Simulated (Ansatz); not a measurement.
Reaction (formal exchange of groups at the Al–C bond): `C=[C](C)[AlH2]` + `O=CC1(O)CC1` → `O[C]1([AlH2])CC1` + `C=C(C)C=O`

Computed with Ansatz on PBE0-D4/def2-TZVP structures; ΔE is electronic, products minus reactants. CCSD(T)/CBS adds triple-zeta CCSD(T) − MP2 to the extrapolated MP2 energy (def2 sets, frozen cores). Functionals use def2-TZVPP. B3LYP here is the variant with VWN-RPA as its local correlation; programs differ in this. One conformer a species, not always the lowest.

`C=[C](C)[AlH2]`:

```xyz
11

C     0.594   -1.068   -0.843
C     0.018   -0.129   -0.083
C    -1.419   -0.252    0.332
Al    1.183    1.352    0.409
H     1.633   -1.000   -1.156
H     0.051   -1.949   -1.190
H    -1.517   -0.265    1.422
H    -2.006    0.604   -0.014
H    -1.883   -1.162   -0.061
H     2.680    1.308   -0.119
H     0.665    2.561    1.304
```

`O=CC1(O)CC1`:

```xyz
12

O    -2.177   -0.713    0.988
C    -0.976   -0.696    0.872
C    -0.309    0.138   -0.132
O    -1.166    0.884   -0.910
C     0.956   -0.397   -0.755
C     1.037    0.720    0.226
H    -0.316   -1.310    1.516
H    -2.055    0.666   -0.591
H     1.063   -0.157   -1.805
H     1.305   -1.381   -0.464
H     1.442    0.527    1.212
H     1.197    1.719   -0.157
```

`O[C]1([AlH2])CC1`:

Z-matrix (Å, degrees):
```
C
Al 1 1.946
C 1 1.511 2 118.3
O 1 1.417 2 118.7 3 -139.9
C 1 1.522 2 120.7 3 68.5
H 2 1.590 1 118.0 3 -29.3
H 2 1.588 1 120.4 3 152.2
H 3 1.084 1 119.3 2 1.3
H 3 1.083 1 114.4 2 -140.6
H 4 0.960 1 108.2 2 -67.9
H 5 1.084 1 114.9 2 145.2
H 5 1.084 1 119.5 2 2.4
```

`C=C(C)C=O`:

Z-matrix (Å, degrees):
```
C
C 1 1.489
H 1 1.090 2 111.4
H 1 1.093 2 110.4 3 121.5
H 1 1.093 2 110.4 3 -121.4
C 2 1.476 1 117.4 3 -179.8
C 2 1.333 1 125.4 3 0.2
O 6 1.204 2 124.2 1 0.0
H 6 1.111 2 114.7 1 180.0
H 7 1.084 2 122.2 1 -0.0
H 7 1.086 2 120.6 1 180.0
```

```tsv
level	ΔE (kcal/mol)	difference from CCSD(T)/CBS
PBE-D4	4.2	0.7
r2SCAN-D4	4.5	1.0
PBE0-D4	4.5	1.0
B3LYP-D4	3.7	0.2
ωB97X-V	4.2	0.7
B2PLYP	3.8	0.3
PBE	4.2	0.7
r2SCAN	4.5	1.0
PBE0	4.5	1.0
HF/def2-TZVPP	4.5	1.0
MP2/def2-TZVPP	3.9	0.4
SCS-MP2/def2-TZVPP	3.5	0.0
CCSD/def2-TZVPP	4.0	0.5
CCSD(T)/def2-TZVPP	3.9	0.4
SCS-MP2/def2-QZVPP	3.2	-0.3
MP2/CBS(def2)	3.4	-0.1
CCSD(T)/CBS	3.5	0
```

Largest T1 diagnostic among the species: 0.014.
